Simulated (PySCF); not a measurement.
**Vibration and rotation of CaBr**

UHF-CCSD(T) constants of CaBr, ²Σ⁺ (doublet), unpaired electrons σ ↑ (Ca def2-SVP, Br def2-SVP; no relativity (PySCF 2.14); masses 39.9626 and 78.9183 u):

| Item | Value |
| --- | --- |
| ωe | 277.3 cm⁻¹ |
| ωexe | 0.776 cm⁻¹ |
| Be | 0.090633 cm⁻¹ |
| αe | 0.000391 cm⁻¹ |
| D (centrifugal) | 3.87e-08 cm⁻¹ |
| De to Ca + Br | 3.27 eV |

Question: Give the vibrational terms G(v) and spacings up to v = 6.

Answer: G(v) = ωe(v+½) − ωexe(v+½)².

```tsv
v	G(v) (cm⁻¹)	G(v) − G(v−1)	Bv (cm⁻¹)
0	138.5		0.09044
1	414.2	275.7	0.09005
2	688.4	274.2	0.08966
3	961.0	272.6	0.08926
4	1232.1	271.1	0.08887
5	1501.7	269.5	0.08848
6	1769.7	268.0	0.08809
```

Question: How well does the Morse estimate ωe²/(4ωexe) reproduce De, and what is D0?

Answer: It gives 3.07 eV, 94 % of the computed De. D0 = De − G(0) = 3.27 − 0.02 = 3.25 eV.

Correlated steps freeze 14 core orbitals. Correlated levels converge slowly with the basis: in double zeta they bind strong bonds too weakly, by up to about 1 eV, and carry superposition errors of some tenths. Spin–orbit coupling is left out. The state is the lowest determinant that a PBE0 search found; another state may lie lower at other levels.
